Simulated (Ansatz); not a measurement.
Molecular dynamics of Cl3H5OSiTi

input.yaml

```yaml
crystal:
  periodic: [false, false, false]
  atoms:
    - { symbol: Ti, position_ang: [0.14118, -0.091806, 0.047222] }
    - { symbol: O, position_ang: [0.150668, 0.155474, 2.033724] }
    - { symbol: H, position_ang: [-0.744045, 0.344197, 2.390372] }
    - { symbol: Cl, position_ang: [1.9028, 0.912746, -0.728443] }
    - { symbol: Cl, position_ang: [-1.67189, 1.192749, -0.029094] }
    - { symbol: Cl, position_ang: [-0.503455, -1.676256, -1.35477] }
    - { symbol: Si, position_ang: [1.421415, -2.456751, 1.086468] }
    - { symbol: H, position_ang: [0.504942, -3.649001, 1.077383] }
    - { symbol: H, position_ang: [2.347556, -2.507936, -0.096591] }
    - { symbol: H, position_ang: [2.273774, -2.509968, 2.335068] }
    - { symbol: H, position_ang: [0.516053, -0.998648, 1.76866] }
basis:
  gaussian: { orbitals: def2-SVP }
hamiltonian:
  xc: pbe
md:
  timestep: 0.5
  n_steps: 200
  ensemble: nve
  temperature: 100.0
  initial_velocities: maxwell_boltzmann
  seed: 10141
```

Command:

```bash
$ ansatz run input.yaml --threads 4 --pin off --max-ram 5120MiB --backend cpu --events-out ev --progress --plain --runs-dir out
```

It starts at the highest image of a converged band. Of that band: Neighbouring images differ by up to 1.3 eV, so the band resolves the path poorly. A vibrational analysis at the climbing image gives one clearly imaginary mode, 1139i cm⁻¹: a first-order saddle point.

Output, in part (one step line in 3, the closing report, with atoms numbered from 0):

```
md step     0: t =     0.00 fs  T =   100.0 K  F+E_penalty+E_count = -70647.94607942 eV  E_kin = 0.116334 eV  conserved = -70647.82974543 eV  (55 SCF iters)
md step     3: t =     1.50 fs  T =    85.9 K  F+E_penalty+E_count = -70647.92953443 eV  E_kin = 0.099939 eV  conserved = -70647.82959568 eV  (35 SCF iters)
md step     6: t =     3.00 fs  T =    61.9 K  F+E_penalty+E_count = -70647.90130258 eV  E_kin = 0.071988 eV  conserved = -70647.82931474 eV  (35 SCF iters)
md step     9: t =     4.50 fs  T =    57.7 K  F+E_penalty+E_count = -70647.89642563 eV  E_kin = 0.067095 eV  conserved = -70647.82933021 eV  (34 SCF iters)
md step    12: t =     6.00 fs  T =    72.4 K  F+E_penalty+E_count = -70647.91378483 eV  E_kin = 0.084214 eV  conserved = -70647.82957052 eV  (35 SCF iters)
md step    15: t =     7.50 fs  T =    80.6 K  F+E_penalty+E_count = -70647.92342495 eV  E_kin = 0.093763 eV  conserved = -70647.82966232 eV  (36 SCF iters)
md step    18: t =     9.00 fs  T =    71.2 K  F+E_penalty+E_count = -70647.91230910 eV  E_kin = 0.082787 eV  conserved = -70647.82952203 eV  (36 SCF iters)
md step    21: t =    10.50 fs  T =    59.0 K  F+E_penalty+E_count = -70647.89790522 eV  E_kin = 0.068584 eV  conserved = -70647.82932077 eV  (35 SCF iters)
md step    24: t =    12.00 fs  T =    66.1 K  F+E_penalty+E_count = -70647.90622792 eV  E_kin = 0.076946 eV  conserved = -70647.82928197 eV  (36 SCF iters)
md step    27: t =    13.50 fs  T =    97.2 K  F+E_penalty+E_count = -70647.94246695 eV  E_kin = 0.113019 eV  conserved = -70647.82944784 eV  (34 SCF iters)
md step    30: t =    15.00 fs  T =   133.7 K  F+E_penalty+E_count = -70647.98525196 eV  E_kin = 0.155593 eV  conserved = -70647.82965908 eV  (34 SCF iters)
md step    33: t =    16.50 fs  T =   153.4 K  F+E_penalty+E_count = -70648.00824435 eV  E_kin = 0.178511 eV  conserved = -70647.82973305 eV  (33 SCF iters)
md step    36: t =    18.00 fs  T =   152.4 K  F+E_penalty+E_count = -70648.00683537 eV  E_kin = 0.177347 eV  conserved = -70647.82948866 eV  (33 SCF iters)
md step    39: t =    19.50 fs  T =   161.8 K  F+E_penalty+E_count = -70648.01744185 eV  E_kin = 0.188253 eV  conserved = -70647.82918844 eV  (33 SCF iters)
md step    42: t =    21.00 fs  T =   208.5 K  F+E_penalty+E_count = -70648.07219494 eV  E_kin = 0.242562 eV  conserved = -70647.82963325 eV  (33 SCF iters)
md step    45: t =    22.50 fs  T =   249.8 K  F+E_penalty+E_count = -70648.12057105 eV  E_kin = 0.290638 eV  conserved = -70647.82993307 eV  (33 SCF iters)
md step    48: t =    24.00 fs  T =   256.2 K  F+E_penalty+E_count = -70648.12761314 eV  E_kin = 0.298071 eV  conserved = -70647.82954211 eV  (33 SCF iters)
md step    51: t =    25.50 fs  T =   266.0 K  F+E_penalty+E_count = -70648.13875388 eV  E_kin = 0.309410 eV  conserved = -70647.82934381 eV  (35 SCF iters)
md step    54: t =    27.00 fs  T =   299.6 K  F+E_penalty+E_count = -70648.17824515 eV  E_kin = 0.348586 eV  conserved = -70647.82965945 eV  (33 SCF iters)
md step    57: t =    28.50 fs  T =   330.7 K  F+E_penalty+E_count = -70648.21427381 eV  E_kin = 0.384762 eV  conserved = -70647.82951160 eV  (34 SCF iters)
md step    60: t =    30.00 fs  T =   368.7 K  F+E_penalty+E_count = -70648.25846309 eV  E_kin = 0.428913 eV  conserved = -70647.82954965 eV  (34 SCF iters)
md step    63: t =    31.50 fs  T =   402.0 K  F+E_penalty+E_count = -70648.29783799 eV  E_kin = 0.467715 eV  conserved = -70647.83012315 eV  (33 SCF iters)
md step    66: t =    33.00 fs  T =   386.3 K  F+E_penalty+E_count = -70648.27891630 eV  E_kin = 0.449354 eV  conserved = -70647.82956278 eV  (34 SCF iters)
md step    69: t =    34.50 fs  T =   375.1 K  F+E_penalty+E_count = -70648.26564498 eV  E_kin = 0.436421 eV  conserved = -70647.82922435 eV  (34 SCF iters)
md step    72: t =    36.00 fs  T =   403.3 K  F+E_penalty+E_count = -70648.29891001 eV  E_kin = 0.469130 eV  conserved = -70647.82978021 eV  (33 SCF iters)
md step    75: t =    37.50 fs  T =   418.8 K  F+E_penalty+E_count = -70648.31700939 eV  E_kin = 0.487233 eV  conserved = -70647.82977663 eV  (35 SCF iters)
md step    78: t =    39.00 fs  T =   415.3 K  F+E_penalty+E_count = -70648.31269354 eV  E_kin = 0.483097 eV  conserved = -70647.82959690 eV  (34 SCF iters)
md step    81: t =    40.50 fs  T =   402.9 K  F+E_penalty+E_count = -70648.29865207 eV  E_kin = 0.468734 eV  conserved = -70647.82991835 eV  (35 SCF iters)
md step    84: t =    42.00 fs  T =   363.6 K  F+E_penalty+E_count = -70648.25237067 eV  E_kin = 0.423020 eV  conserved = -70647.82935068 eV  (35 SCF iters)
md step    87: t =    43.50 fs  T =   350.0 K  F+E_penalty+E_count = -70648.23641135 eV  E_kin = 0.407159 eV  conserved = -70647.82925263 eV  (34 SCF iters)
md step    90: t =    45.00 fs  T =   372.0 K  F+E_penalty+E_count = -70648.26267438 eV  E_kin = 0.432810 eV  conserved = -70647.82986459 eV  (35 SCF iters)
md step    93: t =    46.50 fs  T =   373.3 K  F+E_penalty+E_count = -70648.26401115 eV  E_kin = 0.434297 eV  conserved = -70647.82971451 eV  (35 SCF iters)
md step    96: t =    48.00 fs  T =   364.0 K  F+E_penalty+E_count = -70648.25304794 eV  E_kin = 0.423498 eV  conserved = -70647.82954977 eV  (35 SCF iters)
md step    99: t =    49.50 fs  T =   357.5 K  F+E_penalty+E_count = -70648.24569107 eV  E_kin = 0.415873 eV  conserved = -70647.82981770 eV  (35 SCF iters)
md step   102: t =    51.00 fs  T =   337.4 K  F+E_penalty+E_count = -70648.22175614 eV  E_kin = 0.392466 eV  conserved = -70647.82929036 eV  (36 SCF iters)
md step   105: t =    52.50 fs  T =   347.3 K  F+E_penalty+E_count = -70648.23346871 eV  E_kin = 0.404000 eV  conserved = -70647.82946864 eV  (37 SCF iters)
md step   108: t =    54.00 fs  T =   369.5 K  F+E_penalty+E_count = -70648.25987893 eV  E_kin = 0.429831 eV  conserved = -70647.83004770 eV  (37 SCF iters)
md step   111: t =    55.50 fs  T =   351.7 K  F+E_penalty+E_count = -70648.23868766 eV  E_kin = 0.409126 eV  conserved = -70647.82956213 eV  (56 SCF iters)
md step   114: t =    57.00 fs  T =   335.0 K  F+E_penalty+E_count = -70648.21910182 eV  E_kin = 0.389675 eV  conserved = -70647.82942673 eV  (36 SCF iters)
md step   117: t =    58.50 fs  T =   334.6 K  F+E_penalty+E_count = -70648.21900794 eV  E_kin = 0.389284 eV  conserved = -70647.82972426 eV  (36 SCF iters)
md step   120: t =    60.00 fs  T =   327.9 K  F+E_penalty+E_count = -70648.21081160 eV  E_kin = 0.381423 eV  conserved = -70647.82938854 eV  (35 SCF iters)
md step   123: t =    61.50 fs  T =   340.0 K  F+E_penalty+E_count = -70648.22516761 eV  E_kin = 0.395522 eV  conserved = -70647.82964608 eV  (37 SCF iters)
md step   126: t =    63.00 fs  T =   346.9 K  F+E_penalty+E_count = -70648.23352366 eV  E_kin = 0.403507 eV  conserved = -70647.83001645 eV  (37 SCF iters)
md step   129: t =    64.50 fs  T =   317.8 K  F+E_penalty+E_count = -70648.19917591 eV  E_kin = 0.369737 eV  conserved = -70647.82943908 eV  (36 SCF iters)
md step   132: t =    66.00 fs  T =   305.8 K  F+E_penalty+E_count = -70648.18508655 eV  E_kin = 0.355741 eV  conserved = -70647.82934577 eV  (36 SCF iters)
md step   135: t =    67.50 fs  T =   322.6 K  F+E_penalty+E_count = -70648.20505964 eV  E_kin = 0.375301 eV  conserved = -70647.82975887 eV  (37 SCF iters)
md step   138: t =    69.00 fs  T =   331.4 K  F+E_penalty+E_count = -70648.21518665 eV  E_kin = 0.385565 eV  conserved = -70647.82962148 eV  (37 SCF iters)
md step   141: t =    70.50 fs  T =   338.1 K  F+E_penalty+E_count = -70648.22308265 eV  E_kin = 0.393342 eV  conserved = -70647.82974066 eV  (35 SCF iters)
md step   144: t =    72.00 fs  T =   330.4 K  F+E_penalty+E_count = -70648.21424959 eV  E_kin = 0.384364 eV  conserved = -70647.82988524 eV  (35 SCF iters)
md step   147: t =    73.50 fs  T =   298.5 K  F+E_penalty+E_count = -70648.17668602 eV  E_kin = 0.347303 eV  conserved = -70647.82938336 eV  (36 SCF iters)
md step   150: t =    75.00 fs  T =   288.8 K  F+E_penalty+E_count = -70648.16539780 eV  E_kin = 0.335982 eV  conserved = -70647.82941558 eV  (35 SCF iters)
md step   153: t =    76.50 fs  T =   298.6 K  F+E_penalty+E_count = -70648.17718759 eV  E_kin = 0.347355 eV  conserved = -70647.82983245 eV  (35 SCF iters)
md step   156: t =    78.00 fs  T =   290.1 K  F+E_penalty+E_count = -70648.16705849 eV  E_kin = 0.337473 eV  conserved = -70647.82958514 eV  (34 SCF iters)
md step   159: t =    79.50 fs  T =   280.4 K  F+E_penalty+E_count = -70648.15583047 eV  E_kin = 0.326207 eV  conserved = -70647.82962363 eV  (34 SCF iters)
md step   162: t =    81.00 fs  T =   269.7 K  F+E_penalty+E_count = -70648.14340998 eV  E_kin = 0.313771 eV  conserved = -70647.82963945 eV  (34 SCF iters)
md step   165: t =    82.50 fs  T =   261.6 K  F+E_penalty+E_count = -70648.13357525 eV  E_kin = 0.304309 eV  conserved = -70647.82926616 eV  (34 SCF iters)
md step   168: t =    84.00 fs  T =   288.3 K  F+E_penalty+E_count = -70648.16493275 eV  E_kin = 0.335337 eV  conserved = -70647.82959601 eV  (34 SCF iters)
md step   171: t =    85.50 fs  T =   316.9 K  F+E_penalty+E_count = -70648.19864055 eV  E_kin = 0.368645 eV  conserved = -70647.82999527 eV  (34 SCF iters)
md step   174: t =    87.00 fs  T =   310.5 K  F+E_penalty+E_count = -70648.19071136 eV  E_kin = 0.361203 eV  conserved = -70647.82950859 eV  (34 SCF iters)
md step   177: t =    88.50 fs  T =   310.8 K  F+E_penalty+E_count = -70648.19102367 eV  E_kin = 0.361557 eV  conserved = -70647.82946675 eV  (34 SCF iters)
md step   180: t =    90.00 fs  T =   326.5 K  F+E_penalty+E_count = -70648.20946031 eV  E_kin = 0.379795 eV  conserved = -70647.82966490 eV  (32 SCF iters)
md step   183: t =    91.50 fs  T =   341.5 K  F+E_penalty+E_count = -70648.22667274 eV  E_kin = 0.397223 eV  conserved = -70647.82945016 eV  (34 SCF iters)
md step   186: t =    93.00 fs  T =   371.2 K  F+E_penalty+E_count = -70648.26152373 eV  E_kin = 0.431841 eV  conserved = -70647.82968240 eV  (35 SCF iters)
md step   189: t =    94.50 fs  T =   389.4 K  F+E_penalty+E_count = -70648.28313634 eV  E_kin = 0.453061 eV  conserved = -70647.83007492 eV  (33 SCF iters)
md step   192: t =    96.00 fs  T =   363.9 K  F+E_penalty+E_count = -70648.25277803 eV  E_kin = 0.423329 eV  conserved = -70647.82944907 eV  (33 SCF iters)
md step   195: t =    97.50 fs  T =   351.0 K  F+E_penalty+E_count = -70648.23763626 eV  E_kin = 0.408289 eV  conserved = -70647.82934727 eV  (33 SCF iters)
md step   198: t =    99.00 fs  T =   364.7 K  F+E_penalty+E_count = -70648.25403262 eV  E_kin = 0.424247 eV  conserved = -70647.82978558 eV  (33 SCF iters)
md step   200: t =   100.00 fs  T =   367.9 K  F+E_penalty+E_count = -70648.25766579 eV  E_kin = 0.427941 eV  conserved = -70647.82972481 eV  (31 SCF iters)
Total energy: -70648.25776074 eV, -2596.2755855980 hartree
Atom 0 at     0.126541    -0.238237    -0.078303 Å, force     0.298415    -0.150496     0.506049 eV/Å
Atom 1 at    -0.035327     0.244322     2.142767 Å, force    -0.625695     0.038445    -0.127047 eV/Å
Atom 2 at    -0.746423     0.958652     2.157167 Å, force     0.680588    -0.509287     0.052754 eV/Å
Atom 3 at     1.912497     0.780655    -0.710908 Å, force     0.368940     0.277318    -0.124080 eV/Å
Atom 4 at    -1.561866     1.145778     0.248067 Å, force    -1.287012     0.775763    -0.585746 eV/Å
Atom 5 at    -0.465257    -1.688201    -1.594782 Å, force    -0.147879    -0.094060    -0.082047 eV/Å
Atom 6 at     1.350366    -2.131326     1.128307 Å, force     0.808552     0.377067    -0.261795 eV/Å
Atom 7 at     0.418728    -3.192349     1.554906 Å, force    -0.239972    -0.484617     0.281511 eV/Å
Atom 8 at     2.213437    -2.578407    -0.016612 Å, force     0.038053    -0.339926    -0.072390 eV/Å
Atom 9 at     2.391025    -1.807129     2.196495 Å, force    -0.388349     0.016930     0.091278 eV/Å
Atom 10 at     0.694593     0.491715     2.724143 Å, force     0.494358     0.092864     0.321512 eV/Å
Dipole moment:    -0.007608     0.398155     0.661205 e Å
```

The run went to its last step. The conserved energy stayed within 0.053 meV per atom of its start (net change 0.0018 meV per atom), so the integration is sound. The kinetic energy rose, since the run started high on the potential surface and went downhill. A run of 0.1 ps of so small a system gives no equilibrium averages. The orbitals stay closed-shell, which can raise the energy where a bond breaks towards radicals; this wasn't checked here.

Between its relaxed ends the band would form Ti1–Si7, O2–H11 and break Si7–H11. These pairs go: Ti1–Si7 2.88 → 2.56 Å, O2–H11 1.24 → 0.97 Å, Si7–H11 1.85 → 3.14 Å. In the last frame they stand as after the step (other bonds may differ from the relaxed reactants and products). Also parted: Ti1–H11 1.98 → 2.95 Å. It ends as one piece, Cl3H5OSiTi. Pairs count as bonded within 1.25 times the sum of covalent radii (0.12 Å more for H–H).

Last frame:

```xyz
11
Properties=species:S:1:pos:R:3
Ti 0.127 -0.238 -0.078
O -0.035 0.244 2.143
H -0.746 0.959 2.157
Cl 1.913 0.781 -0.711
Cl -1.562 1.146 0.248
Cl -0.465 -1.688 -1.595
Si 1.350 -2.131 1.128
H 0.419 -3.192 1.555
H 2.213 -2.578 -0.017
H 2.391 -1.807 2.196
H 0.695 0.492 2.724
```

Run time: 2.9 min on 4 threads of AMD EPYC 9R45 96-Core Processor (Zen 5) (shared host), peak memory 0.28 GiB.
